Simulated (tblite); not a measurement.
CH5F4PSi2.
SMILES with atom numbers: `[F:1][CH2:2][Si@@H:3]([PH2:4])[Si:5]([F:6])([F:7])[F:8]` (hydrogens: H9, H10 on C2; H11 on Si3; H12, H13 on P4)

Structure optimised with GFN2-xTB, isolated species.

Problem. List the bond lengths, angles and torsions at this level.

Solution. 
```csv
bond,length (pm),order
F1–C2,138.0,single
C2–Si3,192.8,single
Si3–P4,224.4,single
Si3–Si5,228.4,single
"Si5–F6, Si5–F7, Si5–F8",158.9,single
C2–H9,109.4,single
C2–H10,109.2,single
Si3–H11,147.9,single
"P4–H12, P4–H13",138.8,single
```

Bonds in one row agree within 1 pm and their mean is given. Orders are formal, as drawn. A selection of angles:
```csv
angle,degrees
F1–C2–Si3,108.0
C2–Si3–P4,103.7
C2–Si3–Si5,109.4
P4–Si3–Si5,113.2
Si3–Si5–F6,116.2
Si3–Si5–F7,112.7
Si3–Si5–F8,118.7
F6–Si5–F7,102.5
F7–Si5–F8,102.8
```

Torsions: F1–C2–Si3–P4 59° (synclinal); C2–Si3–Si5–F6 65° (synclinal).

P4 (three-coordinate phosphorus) is pyramidal (angles 95.7°, 94.4° and 93.5°, sum 283.6°, 0.83 Å off the plane of its three neighbours). All 3 F–Si bonds measure 1.589 Å. Si3 (SiH silicon) is distorted tetrahedral (angles from 103.7° to 116.7°). Si5 (fluorine-bound silicon) is distorted tetrahedral (angles from 101.8° to 118.7°).

Point group: C1 (no symmetry element, even within 0.4 Å). Its lowest GFN2-xTB frequency is 6 cm⁻¹, too small to tell a flat minimum from a shallow saddle. One conformer, not necessarily the lowest (F1–C2–Si3–P4 59°, C2–Si3–P4–H -70° and -164°). 3 starts were optimised and ended at 0.00, 0.86 and 1.84 kcal/mol (GFN2-xTB); the lowest of these is shown.

On one thread, Intel Xeon at 2.70 GHz (x86_64) (shared host), this took 0.62 s of wall time. That covers the optimisation of the geometry.

The numbers are calculated, not measured.
